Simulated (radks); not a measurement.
Values are calculated unless marked as measured or tabulated.
Species: Xe. Configuration: [Kr] 4d10 5s2 5p4 6s2 (not the ground configuration).

Code: a radial shooting solver on a logarithmic mesh with Libxc functionals. Model: Dirac Kohn-Sham, AM05, spin-unpolarised, spherical densities, point nucleus; open shells are shared between the two j in proportion to 2j + 1.

Energy parts (hartree):
total: -7443.83159
kinetic: 7907.13760
electron-nucleus: -18088.71114
Hartree: 2918.76329
exchange-correlation: -181.02135

Orbitals (lengths in bohr, moments of r in powers of bohr; <r^-3> diverges for s and p1/2; r(90%) holds 90 % of the orbital's charge):
orbital     occ.  eigenvalue (hartree)      <r^2>  <r^-3>  r(90%)  small-component weight
1s1/2          2             -1261.313  0.0009650       -  0.0480                3.96e-02
2s1/2          2             -196.5703    0.01545       -   0.177                8.49e-03
2p1/2          2             -184.7504    0.01140       -   0.158                8.52e-03
2p3/2          4             -172.8392    0.01268    5563   0.166                8.08e-03
3s1/2          2             -40.47615     0.1074       -   0.451                2.53e-03
3p1/2          2             -35.56125     0.1021       -   0.446                2.47e-03
3p3/2          4             -33.29900     0.1101    1081   0.462                2.35e-03
3d3/2          4             -24.63574    0.09204   174.0   0.438                2.24e-03
3d5/2          6             -24.15710    0.09434   160.4   0.443                2.20e-03
4s1/2          2              -7.58594     0.5806       -    1.03                7.41e-04
4p1/2          2              -5.84518     0.6337       -    1.09                6.78e-04
4p3/2          4              -5.39097     0.6822   217.2    1.13                6.38e-04
4d3/2          4              -2.57273     0.8817   27.27    1.32                4.96e-04
4d5/2          6              -2.49926     0.9038   24.90    1.34                4.86e-04
5s1/2          2              -1.02224      3.621       -    2.59                1.44e-04
5p1/2    1.33333              -0.60061      4.856       -    3.04                1.09e-04
5p3/2    2.66667              -0.54495      5.289   26.44    3.17                1.01e-04
6s1/2          2              -0.11034      29.35       -    7.42                1.83e-05
5d3/2          0              -0.06486      19.68   1.116    6.49                3.04e-05
5d5/2          0              -0.06193      20.47  0.9981    6.62                2.92e-05
6p1/2          0              -0.04678      49.43       -    9.75                1.09e-05
6p3/2          0              -0.04233      53.43   2.140    10.1                1.03e-05

The highest occupied level is 6s1/2 at -3.002 eV. The density falls to 0.001 e/bohr^3 at r = 5.67 bohr. Summed over all electrons, <r^2> = 102.5 bohr^2, which gives a Langevin (diamagnetic) susceptibility term of -81.2 x 10^-6 cm^3/mol.
